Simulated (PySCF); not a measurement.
Coordinates in bohr (charge 0 multiplicity 1):
```
W     0.1906    0.0000    0.0000
S    -3.7688    0.0000    0.0000
F     1.1145   -3.3789    0.0000
F     1.1145    3.3789    0.0000
F     1.1145    0.0000   -3.3789
F     1.1145    0.0000    3.3789
```

Method: PBE0 in PySCF with W def2-SVP with ECP60, S def2-SVP, F def2-SVP; scalar-relativistic core potentials, no spin–orbit coupling; density-fitted integrals.

This geometry of WSF4 is a stationary point at this level.

What is the point group?

C4v.

Is it a minimum?

Yes: all harmonic wavenumbers are real.

Which band is strongest in the infrared?

718 cm⁻¹ (e), 382 km/mol.

Give the ideal-gas entropy at 298.15 K and 1 bar by parts.

translation 179.7, rotation 106.6, vibration 63.8, spin 0.0; total 350.1 J/(mol K).

What is the atomisation energy, with and without zero-point energy?

2625 kJ/mol without, 2595 kJ/mol with.

Stability towards spin polarisation was not tested. Only a few start shapes were tried, so a lower isomer may exist. No spin–orbit coupling is included, which matters more the heavier the element.
